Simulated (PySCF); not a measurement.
**Correlation energy of B²⁺ (boron, charge +2)**

[He] 3d1, 2D determinant (an excited configuration). Computed with PySCF 2.14 in aug-cc-pwCVDZ (5s4p2d, 27 functions), with no relativity, point nucleus. Frozen: nothing; 3 electrons correlated.

| level | correlation energy (mhartree) |
| --- | --- |
| CCSD | -25.72 |
| (T) | 0.00 |
| CCSD(T) | -25.72 |
| CCSDT | -25.72 |
| FCI | -25.72 |

Diagnostics: T1 = 0.00051, D1 = 0.0008, largest double amplitude 0.017, weight of the Hartree-Fock determinant in FCI 0.9990 (9477 determinants).

Problem. Is a single reference adequate?

Solution. Yes: T1 lies below 0.03 and no double amplitude reaches 0.07.
